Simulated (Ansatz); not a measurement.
Relaxation of GeH$_{6}$O$_{2}$ (9 atoms, charge 0, multiplicity 1), to a largest force component of 0.03 eV/Å in at most 50 steps.

Level of theory: RKS PBE/def2-SVP in Ansatz.

```xyz
9
Properties=species:S:1:pos:R:3:forces:R:3
Ge 0.472 0.261 -0.320 -0.03 -0.31 -0.65
H -1.058 0.261 1.977 -1.56 -1.14 -0.23
H 1.347 0.282 -1.604 -0.06 -0.02 0.04
O -1.015 1.128 -0.842 0.03 0.06 0.03
H -1.631 1.230 -0.092 -0.01 -0.01 0.00
H 0.164 -1.153 0.232 0.04 0.05 0.00
O 1.323 1.111 1.000 0.29 0.26 0.28
H 1.761 1.915 0.667 0.01 0.02 0.00
H -0.522 0.709 2.159 1.28 1.11 0.53
```

Where does it end, and by what steps?

The run converged. After 14 steps the energy has fallen by 0.203 eV; H2 moved furthest, 1.36 Å.

| step | energy less start (eV) | largest force component (eV/Å) | accepted |
| --- | --- | --- | --- |
| 0 | 0.0000 | 1.563 | yes |
| 1 | -0.1135 | 0.223 | yes |
| 2 | -0.1469 | 0.421 | yes |
| 3 | -0.1717 | 0.118 | yes |
| 4 | -0.1789 | 0.152 | yes |
| 5 | -0.1816 | 0.520 | yes |
| 6 | -0.1900 | 0.141 | yes |
| 7 | -0.1817 | 0.383 | no |
| 8 | -0.1926 | 0.034 | yes |
| 9 | -0.1955 | 0.141 | yes |
| 10 | -0.1983 | 0.135 | yes |
| 11 | -0.2000 | 0.147 | yes |
| 12 | -0.2014 | 0.127 | yes |
| 13 | -0.2025 | 0.048 | yes |
| 14 | -0.2028 | 0.023 | yes |

```xyz
9
Properties=species:S:1:pos:R:3
Ge 0.607 0.203 -0.670
H -1.213 1.144 3.004
H 1.519 0.749 -1.795
O -0.962 1.022 -0.981
H -1.631 0.745 -0.326
H 0.474 -1.337 -0.588
O 1.224 0.638 0.971
H 1.435 1.590 1.014
H -0.611 0.988 2.548
```

Whether the end is a true minimum wasn't checked by a vibrational analysis.

The run took 22 s on 2 threads of Arm Neoverse V1, with other jobs on the host, peak memory 0.11 GiB.
